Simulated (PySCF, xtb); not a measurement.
Si(Br)(Me)(OH)2 (CH5BrO2Si), SMILES O[Si](C)(Br)O. The values are those of a single conformer.

Harmonic wavenumbers (cm⁻¹) from GFN2-xTB run with xtb at its own minimum, in rising order: 91, 139, 162, 200, 221, 240, 279, 300, 404, 738, 770, 793, 825, 839, 919, 973, 1389, 1475, 1479, 3032, 3046, 3056, 3659, 3688.

What does B3LYP-D3(BJ)/def2-SVP (PySCF) give at its own minimum? (Estimate from the structure and the level; the computed values follow.)

97, 137, 178, 191, 235, 249, 278, 348, 416, 700, 761, 778, 819, 838, 915, 969, 1282, 1426, 1428, 3041, 3136, 3145, 3870, 3882. Paired by order, the mean absolute difference is 41 cm⁻¹ and the zero-point energies are 41.1 and 41.6 kcal/mol.
